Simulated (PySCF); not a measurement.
Ti(Cl)3(OH) anion (Cl3HOTi), SMILES [OH][Ti]([Cl])([Cl])[Cl] (connectivity only; charge and spin as stated), charge -1, multiplicity 2. Atoms are numbered in the order given.

```xyz
6

Ti     0.0222    -0.2914     0.0000
Cl    -1.0203     0.6032    -1.9016
Cl     2.2753     0.2926     0.0000
Cl    -1.0203     0.6032     1.9016
O     -0.3966    -2.0832     0.0000
H     -1.3062    -2.4037     0.0000
```
Charge -1, spin multiplicity 2.

Coordinates come from a B3LYP-D3(BJ)/def2-SVPD optimisation. The spin state was assumed, not searched. The isomer is the one that the SMILES or the coordinates give; other isomers of the formula were not compared. Other conformers were not sampled.

Calculation: M06-2X/def2-SVPD in PySCF.

The molecule is in vacuum.

The total energy is -2305.58561 hartree and the point group is Cs. The α spin, highest occupied and lowest empty level is -3.88 and 3.10 eV. The β spin, highest occupied and lowest empty level comes out as -5.54 and 3.10 eV and the dipole moment about the centre of nuclear charge is 1.97 D. The mean static polarisability is 89.1 bohr³ (13.20 Å³), the polarisability, principal values is 82.4, 91.3, 93.5 bohr³ and the ⟨S²⟩ is 0.753 (pure state 0.75).
